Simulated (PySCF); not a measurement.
C4H13NSi

C4H13NSi is a small molecule, neutral, singlet. The structure, one conformer, was relaxed in the gas phase by PBE0-D3(BJ)/def2-SVP. No frequency run checks that it is a minimum.

SMILES: CN[Si](C)(C)C

```xyz
19

C     1.890   -0.243   -0.403
Si    0.044   -0.405   -0.045
C    -0.634   -1.912   -0.937
C    -0.178   -0.564    1.815
N    -0.886    0.957   -0.607
C    -0.739    2.309   -0.130
H     2.305    0.668    0.059
H     2.452   -1.102   -0.001
H     2.085   -0.188   -1.486
H    -0.518   -1.814   -2.029
H    -0.098   -2.824   -0.631
H    -1.704   -2.053   -0.720
H     0.232    0.308    2.349
H    -1.242   -0.655    2.080
H     0.351   -1.454    2.193
H    -1.248    0.901   -1.552
H    -1.683    2.875   -0.211
H     0.042    2.899   -0.651
H    -0.472    2.305    0.939
```
Atom numbers follow the order of the file, from 1.

Shieldings: GIAO PBE0/pcSseg-1. Shifts are against computed references at the same level: C TMS (σ 184.4 ppm), H TMS (σ 31.27 ppm), Si TMS (σ 352.0 ppm). Core levels by delta-SCF with SCAN, pcX-2 on the ionised atom and pcseg-1 elsewhere, spin-free X2C (2p3/2 is the spin-free 2p value less a third of a first-order spin-orbit splitting); from the vacuum level, for chosen atoms.

Task: Give the shieldings and core levels atom by atom.

Result: 
```tsv
atoms	bonded to	σ (ppm)	δ (ppm)	core level (eV)
C1	1 Si + 3 H	183.9	0.5	1s 289.63
Si2	3 C + 1 N	348.1	3.9	2p3/2 105.92
C3	1 Si + 3 H	185.4	-1.0	1s 289.79
C4	1 Si + 3 H	186.5	-2.0	1s 289.71
N5	1 C + 1 Si + 1 H	241.8	-	1s 403.89
C6	1 N + 3 H	154.7	29.7	-
H7 H8 H9	1 C	31.32	-0.05	-
H10 H11 H12	1 C	31.29	-0.02	-
H13 H14 H15	1 C	31.21	0.06	-
H16	1 N	31.82	-0.56	-
H17 H18 H19	1 C	28.73	2.54	-
```

Values are those of this one static structure, with the three H of a rotating XH3 group averaged; atoms that internal rotation interchanges would show their mean in an NMR spectrum.

Task: By CAM-B3LYP/def2-SVPD (TDDFT singlets, Tamm-Dancoff triplets, ionisation by delta-SCF), where does absorption start, and what does vertical ionisation take?

Result: The lowest singlet lies at 5.86 eV (f 0.008), the strongest of the first 6 at 8.07 eV (f 0.055), the lowest triplet at 5.66 eV; vertical ionisation takes 8.47 eV.

The 3 runs behind this took 3.4 min in all, one thread each of Arm Neoverse V1 on a shared host, launched as `OMP_NUM_THREADS=1 python cluster_run.py task.json out`.
